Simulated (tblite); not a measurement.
A tight-binding relaxation on `CCO[Si@H](/C=C/[SiH3])NC`.

Computed with GFN2-xTB geometry optimisation, gas phase (tblite 0.8.0). Start geometry: from a force field or distance geometry. The input is one job of a driver script: a line of settings, then coordinates in Å.

Command:
```bash
OMP_NUM_THREADS=1 python probes_run.py task.json out
```

Input:
```
{"job": {"kind": "relax", "xc": "GFN2-xTB", "basis": "xTB"}, "charge": 0, "multiplicity": 1}
C      3.375500     1.151000    -0.687300
C      1.913600     0.745500    -0.581500
O      1.741200    -0.610200    -0.298700
Si     0.074500    -1.030700    -0.187500
C     -0.951600     0.364500     0.441200
C     -1.583800     1.158600    -0.427900
Si    -2.595300     2.556900     0.211600
N      0.037700    -2.458300     0.890500
C     -0.890500    -3.480500     0.459400
H      3.400200     2.241500    -0.416800
H      4.045300     0.588300    -0.029400
H      3.699100     1.111100    -1.749700
H      1.302000     1.051000    -1.424500
H      1.529100     1.280000     0.336900
H     -0.481500    -1.424200    -1.482000
H     -1.055200     0.561900     1.512700
H     -1.459900     0.947400    -1.477900
H     -1.922000     3.801600    -0.071900
H     -2.834600     2.456700     1.676700
H     -3.917800     2.556100    -0.415900
H     -0.075500    -2.201200     1.895400
H     -1.900600    -3.099700     0.187100
H     -1.032700    -4.168300     1.329600
H     -0.428700    -4.079400    -0.348600
```

Output:
```
step      E/eV     max force
  0    -783.38264    3.181
  1    -783.70078    0.968
  2    -783.78145    0.677
  3    -783.81412    0.483
  4    -783.83730    0.287
  5    -783.85043    0.275
  6    -783.86836    0.292
  7    -783.88234    0.255
  8    -783.89979    0.277
  9    -783.91652    0.284
... (208 lines left out)
218    -784.29330    0.028
219    -784.29349    0.029
220    -784.29369    0.031
221    -784.29386    0.022
222    -784.29396    0.018
223    -784.29403    0.015
224    -784.29409    0.015
225    -784.29414    0.016
226    -784.29419    0.014
227    -784.29422    0.009
```

«max force» is the largest atomic force in eV/Å.

Problem. From which step on does the largest force stay under 0.1 eV/Å, and how much energy is left to gain from there?

Solution. From step 177 (0.069 eV/Å), 14.6 meV above the end.

In short: energy lowered by 21.0 kcal/mol over 227 steps; largest atomic force 0.009 eV/Å at the end.

Problem. Give the final coordinates.

Solution. 0.944 Å rms from the input after alignment:
```
atom  x, y, z in Å
C1     3.5637    0.9408   -0.4365
C2     2.0715    0.8216   -0.7068
O3     1.5910   -0.3700   -0.1622
Si4    0.0872   -0.9627   -0.3410
C5    -1.2726    0.2091    0.2511
C6    -1.6552    1.3108   -0.3928
Si7   -2.9852    2.5147    0.1699
N8     0.1434   -2.2937    0.7340
C9    -0.9547   -3.2157    0.8546
H10    3.9499    1.8595   -0.8695
H11    3.7464    0.9454    0.6345
H12    4.0848    0.0927   -0.8728
H13    1.8818    0.8365   -1.7876
H14    1.5333    1.6692   -0.2628
H15   -0.1443   -1.2534   -1.7716
H16   -1.7584   -0.0186    1.1939
H17   -1.1691    1.5355   -1.3380
H18   -2.4155    3.8638    0.2602
H19   -3.5112    2.1126    1.4755
H20   -4.0703    2.5242   -0.8176
H21    1.0367   -2.7458    0.8558
H22   -0.9300   -3.7102    1.8278
H23   -0.9494   -3.9862    0.0749
H24   -1.8853   -2.6602    0.7683
```

The run took 2.6 s of wall time on Arm Neoverse V1, one thread, on a shared host.
Labels such as C1 count atoms from 1, the log's own numbers from 0.
